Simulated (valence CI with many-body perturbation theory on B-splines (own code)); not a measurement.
## E1 line list for Pm⁴⁸⁺

Level of theory: configuration interaction combined with many-body perturbation theory (CI+MBPT): three valence electrons over a frozen Dirac-Fock core [Ne], radial functions for each j: 11 s, 11 p, 9 d, 7 f, 5 g, 2 h, 1 i, with the one-electron correlation potential Σ1, the two-electron term Σ2, the three-electron term Σ3, Breit, model QED; selected CI, second order for the rest (own B-spline code, finite nucleus).

No measured spectrum was set against this ion. As an estimate, large intervals hold to a few tenths of a per cent, small ones and those within an open d or f shell to about a per cent.

Lines 1 to 50 of 272 in falling wavelength, among levels below 812.09 eV, chosen from the strongest by gf and those to the six lowest levels. Wavelengths and rates use the calculated energies. Electric multipoles are in the length gauge, E1 and E2 with the static RPA response of the core. Weak lines are less certain than strong ones. Lines between different terms over intervals too small for the method are left out, as are lines whose strength nearly cancels. The highest levels of a list are the least certain.

Levels are named by their leading jj configuration (3d3/2^4 stands for four electrons in 3d with j = 3/2), which in mixed levels can hold well under half, so a name can repeat and another be missing. Letters in brackets count levels of one name in rising energy.

```csv
λ vac (nm),Upper,Lower,A (s⁻¹),log gf,Branch %
53.75,(3s^2 3p3/2) J=3/2,(3s 3p1/2^2) J=1/2,1.21e+06,-3.68,7.6
13.55,(3p1/2 3p3/2 3d3/2) J=7/2,(3s 3p3/2 3d3/2) J=5/2 [b],2.95e+09,-1.19,0.9
12.73,(3s 3p1/2 3d3/2) J=5/2,(3s^2 3d3/2) J=3/2,5.08e+09,-1.13,33.9
12.28,(3s 3p1/2 3p3/2) J=3/2 [a],(3s^2 3p3/2) J=3/2,1.13e+09,-1.99,39.2
11.95,(3p1/2 3p3/2 3d5/2) J=7/2 [b],(3s 3p3/2 3d5/2) J=5/2 [b],7.21e+09,-0.91,2.1
11.78,(3p1/2 3p3/2^2) J=5/2,(3s 3p3/2^2) J=3/2,4.84e+09,-1.22,1.3
11.65,(3p1/2 3p3/2 3d5/2) J=9/2,(3s 3p3/2 3d5/2) J=7/2 [b],5.77e+09,-0.93,2.6
10.82,(3s 3p1/2 3p3/2) J=5/2,(3s^2 3p3/2) J=3/2,7.55e+09,-1.10,100.0
10.77,(3s 3p1/2 3d5/2) J=7/2,(3s^2 3d5/2) J=5/2,1.21e+10,-0.77,14.3
10.48,(3p1/2^2 3d3/2) J=3/2,(3s 3p1/2 3d3/2) J=3/2 [b],9.47e+09,-1.20,9.0
10.46,(3p1/2 3p3/2 3d3/2) J=5/2 [a],(3s 3p3/2 3d3/2) J=5/2 [a],6.77e+09,-1.18,2.6
10.32,(3p1/2 3p3/2 3d5/2) J=9/2,(3s 3p3/2 3d5/2) J=7/2 [a],1.01e+10,-0.79,4.5
10.24,(3p1/2^2 3d3/2) J=3/2,(3s 3p1/2 3d3/2) J=1/2,1.09e+10,-1.16,10.4
10.08,(3s 3p1/2^2) J=1/2,(3s^2 3p1/2) J=1/2,1.94e+10,-1.23,100.0
10.07,(3p1/2^2 3p3/2) J=3/2,(3s 3p1/2 3p3/2) J=3/2 [b],6.48e+09,-1.41,3.7
10.01,(3s 3p1/2 3d5/2) J=5/2 [b],(3s^2 3d5/2) J=5/2,1.00e+10,-1.04,8.6
9.937,(3p1/2 3p3/2 3d5/2) J=5/2 [a],(3s 3p3/2 3d5/2) J=3/2 [a],1.42e+10,-0.90,3.9
9.881,(3p1/2 3p3/2^2) J=1/2,(3s 3p3/2^2) J=1/2,2.14e+10,-1.20,3.8
9.862,(3p1/2 3p3/2 3d5/2) J=5/2 [b],(3s 3p3/2 3d5/2) J=7/2 [b],8.29e+09,-1.14,1.4
9.849,(3p1/2 3p3/2 3d3/2) J=3/2 [a],(3s 3p3/2 3d3/2) J=3/2 [a],1.18e+10,-1.16,2.5
9.844,(3p1/2 3p3/2 3d3/2) J=7/2,(3s 3p3/2 3d3/2) J=7/2,1.16e+10,-0.87,3.5
9.812,(3p1/2 3p3/2 3d5/2) J=3/2 [b],(3s 3p3/2 3d5/2) J=1/2,1.53e+10,-1.05,2.7
9.692,(3s 3p1/2 3d5/2) J=3/2,(3s^2 3d5/2) J=5/2,1.40e+10,-1.10,4.4
9.662,(3p1/2^2 3d5/2) J=5/2,(3s 3p1/2 3d5/2) J=3/2,2.15e+10,-0.74,13.1
9.616,(3p1/2 3p3/2 3d3/2) J=7/2,(3s 3p3/2 3d3/2) J=5/2 [a],5.65e+09,-1.20,1.7
9.397,(3p1/2 3p3/2 3d5/2) J=3/2 [a],(3s 3p3/2 3d5/2) J=5/2 [a],2.36e+10,-0.90,5.4
9.377,(3s 3p1/2 3p3/2) J=3/2 [b],(3s^2 3p3/2) J=3/2,1.27e+10,-1.17,6.2
9.370,(3p1/2^2 3d5/2) J=5/2,(3s 3p1/2 3d5/2) J=5/2 [b],2.47e+10,-0.71,15.1
9.196,(3p1/2 3p3/2 3d5/2) J=5/2 [a],(3s 3p3/2 3d5/2) J=5/2 [a],1.93e+10,-0.83,5.3
9.142,(3p1/2 3p3/2 3d5/2) J=7/2 [b],(3s 3p3/2 3d5/2) J=7/2 [a],1.18e+10,-0.93,3.4
9.043,(3s 3p1/2 3d3/2) J=3/2 [a],(3s 3p1/2 3p3/2) J=3/2 [b],1.12e+10,-1.26,16.5
9.016,(3p1/2 3p3/2^2) J=5/2,(3s 3p3/2^2) J=5/2,1.66e+10,-0.91,4.5
8.894,(3p1/2 3p3/2 3d5/2) J=5/2 [b],(3s 3p3/2 3d5/2) J=7/2 [a],1.81e+10,-0.89,3.0
8.829,(3s 3p1/2 3p3/2) J=1/2,(3s^2 3p3/2) J=3/2,1.88e+10,-1.36,2.8
8.804,(3p1/2 3p3/2 3d5/2) J=7/2 [a],(3s 3p3/2 3d5/2) J=9/2,3.54e+10,-0.48,9.5
8.803,(3p1/2^2 3p3/2) J=3/2,(3s 3p1/2 3p3/2) J=5/2,3.82e+10,-0.75,22.0
8.786,(3p1/2^2 3d5/2) J=5/2,(3s 3p1/2 3d5/2) J=7/2,4.65e+10,-0.49,28.4
8.769,(3p1/2^2 3d3/2) J=3/2,(3s 3p1/2 3d3/2) J=5/2,5.06e+10,-0.63,48.1
8.752,(3p1/2 3p3/2^2) J=3/2,(3s 3p3/2^2) J=5/2,3.09e+10,-0.85,3.8
8.490,(3p1/2 3p3/2 3d3/2) J=5/2 [b],(3s 3p3/2 3d3/2) J=7/2,4.04e+10,-0.58,5.0
8.435,(3s 3p1/2 3d3/2) J=5/2,(3s 3p1/2 3p3/2) J=3/2 [b],2.58e+09,-1.78,17.2
8.392,(3p1/2 3p3/2 3d5/2) J=9/2,(3s 3p3/2 3d5/2) J=9/2,2.70e+10,-0.55,12.0
8.367,(3p1/2 3p3/2 3d3/2) J=3/2 [b],(3s 3p3/2 3d3/2) J=5/2 [a],2.24e+10,-1.03,2.5
8.320,(3p1/2 3p3/2 3d3/2) J=5/2 [a],(3p1/2 3p3/2^2) J=5/2,1.54e+10,-1.02,6.0
8.197,(3p1/2^2 3d3/2) J=3/2,(3s 3p1/2 3d3/2) J=3/2 [a],2.44e+10,-1.01,23.1
8.030,(3p1/2^2 3p3/2) J=3/2,(3s 3p1/2 3p3/2) J=3/2 [a],1.39e+10,-1.27,8.0
8.011,(3s 3p1/2 3d3/2) J=3/2 [a],(3s 3p1/2 3p3/2) J=5/2,1.21e+10,-1.33,17.9
7.530,(3s 3p1/2 3d3/2) J=5/2,(3s 3p1/2 3p3/2) J=5/2,6.96e+09,-1.45,46.4
7.409,(3s 3p1/2 3d3/2) J=1/2,(3s 3p1/2 3p3/2) J=3/2 [b],2.06e+07,-4.47,0.0
7.365,(3s 3p1/2 3d3/2) J=3/2 [a],(3s 3p1/2 3p3/2) J=3/2 [a],6.54e+07,-3.67,0.1
```

**Question.** How does gf follow from A for the line at 8.786 nm?

**Answer.** gf = 1.4992 × (2J+1)_upper × A / σ², with σ = 1138124 cm⁻¹ and 2J+1 = 6: gf = 0.323.
